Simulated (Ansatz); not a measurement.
Cartesian coordinates in Å:
```
S 1.3597 0.7983 -0.0869
Ga -0.5673 -0.7990 0.1949
Cl 0.0759 -2.3351 -1.1550
Cl -0.3988 -1.1470 2.3038
Cl -2.1905 0.4515 -0.4575
H 0.7351 1.8271 0.5149
H 0.9859 1.2043 -1.3141
```

Total charge 0; spin multiplicity 1.

(1) List the CAM-B3LYP/def2-TZVPP orbital energies in eV (the Gaussian-basis code of Ansatz). (Estimate.)

Results:

(1) Computed: Occupied: -10141.15, -2764.13, -2764.12, -2764.11, -2422.36, -1252.67, -1109.95, -1109.89, -1109.89, -258.90, -258.88, -258.88, -220.39, -197.94, -197.93, -197.93, -197.81, -197.80, -197.80, -197.80, -197.79, -197.79, -164.96, -164.89, -164.78, -153.11, -106.52, -106.38, -106.38, -26.53, -26.50, -26.49, -26.23, -26.23, -24.91, -24.16, -23.74, -23.74, -15.88, -15.07, -13.79, -12.13, -12.03, -11.93, -10.61, -10.58, -10.44, -10.41, -10.35, -10.18. Lowest empty: -0.01, 0.06, 0.37, 1.32, 2.57, 2.65, 4.60, 4.66.
